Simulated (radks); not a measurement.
Mn XIV, configuration [Ne] 3s2. All-electron calculation, scalar-relativistic Kohn-Sham, exchange-only LDA, spin-polarised, spherical densities, finite nucleus; Fermi nuclear charge, rms radius 3.7057 fm. Program: a radial shooting solver on a logarithmic mesh with Libxc functionals.

Local quantities along the radius. ELF = 1/(1 + alpha^2) is the electron localisation function; alpha = (tau - tau_W)/tau_unif compares the Pauli kinetic energy density with that of the uniform gas (summed over spins). tau is taken from the large components.

r (bohr),ELF,alpha
0.002254,1.000,0.01409
0.002521,1.000,0.01418
0.00282,1.000,0.01431
0.003154,1.000,0.01451
0.003528,1.000,0.01476
0.003946,1.000,0.01507
0.004413,1.000,0.01546
0.004936,1.000,0.01593
0.005521,1.000,0.01650
0.006176,1.000,0.01719
0.006908,1.000,0.01802
0.007726,1.000,0.01901
0.008642,1.000,0.02020
0.009666,1.000,0.02164
0.01081,0.999,0.02339
0.01209,0.999,0.02553
0.01353,0.999,0.02818
0.01513,0.999,0.03149
0.01692,0.999,0.03567
0.01893,0.998,0.04101
0.02117,0.998,0.04796
0.02368,0.997,0.05714
0.02649,0.995,0.06949
0.02963,0.993,0.08642
0.03314,0.988,0.1101
0.03706,0.980,0.1439
0.04146,0.964,0.1932
0.04637,0.934,0.2660
0.05186,0.877,0.3745
0.05801,0.778,0.5349
0.06489,0.632,0.7636
0.07258,0.470,1.063
0.08118,0.340,1.392
0.0908,0.269,1.647
0.1016,0.256,1.703
0.1136,0.300,1.528
0.1271,0.400,1.225
0.1421,0.539,0.9250
0.159,0.674,0.6949
0.1778,0.773,0.5412
0.1989,0.833,0.4479
0.2224,0.862,0.3993
0.2488,0.869,0.3881
0.2783,0.851,0.4192
0.3113,0.788,0.5188
0.3482,0.636,0.7570
0.3894,0.380,1.278
0.4356,0.172,2.192
0.4872,0.099,3.017
0.5449,0.118,2.728
0.6095,0.270,1.646
0.6817,0.615,0.7904
0.7625,0.889,0.3535
0.8529,0.975,0.1600
0.954,0.994,0.07567
1.067,0.999,0.03768
1.193,1.000,0.01974
1.335,1.000,0.01085
1.493,1.000,0.006224
1.67,1.000,0.003719
1.868,1.000,0.002308
2.089,1.000,0.001486

On this mesh the ELF has minima near r = 0.10, 0.49 bohr, which separate the shells, and maxima near 0.25 (0.87).

Self-consistent cycle (total energy in hartree, residual of the potential): 1: -1075.160590, 2e+01; 2: -1078.639874, 1e+01; 3: -1081.386089, 3e-01; 4: -1081.392723, 2e-01; 5: -1081.392668, 7e-03; 6: -1081.392690, 3e-04; 7: -1081.392689, 9e-05; 8: -1081.392689, 4e-05; 9: -1081.392689, 2e-05; 10: -1081.392689, 9e-06; 11: -1081.392689, 1e-07; 12: -1081.392689, 7e-09; 13: -1081.392689, 4e-09.
